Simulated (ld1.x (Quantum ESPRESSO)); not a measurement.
**What one change does to a pseudopotential (V (Z = 23), TM)**

* Element: vanadium
* Generator: ld1.x (Quantum ESPRESSO) 7.5
* Type: norm-conserving Troullier–Martins (Kleinman–Bylander form)
* Functional: PBE
* Relativity: scalar-relativistic
* Frozen core: [Ne] 3s2
* Valence charge: 11
* Reference configuration: 3p6 3d2 4s0 4p0 (charge +3)
* Partial waves: 4s (bound, empty): rc 1.85 bohr; 3p (bound): rc 1.65 bohr; 3d (bound): rc 1.30 bohr
* Local potential: all-electron potential smoothed inside 1.70 bohr (lloc = -1)
* Core correction: a·sin(br)/r model core inside 1.05 bohr

Change: core correction none.

Cutoffs: the cutoffs (Ry, on a coarse ladder) from which the occupation-weighted sum of valence levels, in a spherical-Bessel basis at the reference potential, stays within 10 and 1 mRy of its value at 400 Ry; they do not see the model core or the augmentation charge, which bear on the density cutoff. Errors are all-electron minus pseudo energies relative to the spin-unpolarised reference configuration.

Question: Predict the effect on cutoff, ghosts and configuration errors.

Answer: The potential gets neither clearly harder nor softer (110 Ry and 140 Ry → 110 Ry and 140 Ry); both files keep a bound ghost (s); of the 6 tests that both files solve, the error grows in 1 and shrinks in 3 by more than 15 % and 0.3 meV (median size 266.2 → 201.8 meV).

| quantity | base | changed |
| --- | --- | --- |
| cutoff, loose | 110 Ry | 110 Ry |
| cutoff, tight | 140 Ry | 140 Ry |
| bound ghosts | s | s |
| tests counted (converged, no solver errors) | 6 of 7 | 6 of 7 |
| error for 3p6 3d3 4s1 4p0, meV [ΔE -43.19 eV] | -430 | -371 |
| error for 3p6 3d3 4s0 4p0, meV [ΔE -28.90 eV] | -60 | -26 |
| error for 3p6 3d2 4s2 4p0, meV [ΔE -39.95 eV] | -103 | -32 |
| error for 3p5 3d3 4s2 4p0, meV [ΔE 0.02 eV] | -73 | +15 |
| error for 3p6 3d4 4s1 4p0, meV [ΔE -50.34 eV] | -4477 | +5910 |
| error for 3p6 3d3 4s1 4p1, meV [ΔE -47.58 eV] | -501 | -433 |
| s: phases at 2.00 bohr within 0.05 rad from the reference energy up to (Ry; the scan ends near 5) | -1.2 | -1.2 |
| p: phases at 2.00 bohr within 0.05 rad from the reference energy up to (Ry; the scan ends near 5) | -0.9 | -0.9 |
| d: phases at 2.00 bohr within 0.05 rad from the reference energy up to (Ry; the scan ends near 5) | 0.2 | 0.2 |

Base: Tests not counted: 3p6 3d3 4s2 4p0 (solver errors, printed error -1306 eV). These tests converged, but a pseudo level misses the all-electron one widely, so the file describes the atom poorly there or has found another state: 3p6 3d4 4s1 4p0: 3d by 3.2 eV. Changed file: Tests not counted: 3p6 3d3 4s2 4p0 (solver errors, printed error -932 eV). These tests converged, but a pseudo level misses the all-electron one widely, so the file describes the atom poorly there or has found another state: 3p6 3d4 4s1 4p0: 4s by 8.7 eV. ld1.x printed “convergence not achieved” for 1 of the counted tests; its residual had stalled under 1e-8, short of the target of 1e-14. A true bound ghost makes a file unfit for plane-wave use even where its test errors are small: the radial tests pick states by their node count and pass the ghost by. Where a test does run into it, the solver fails or the error is huge.
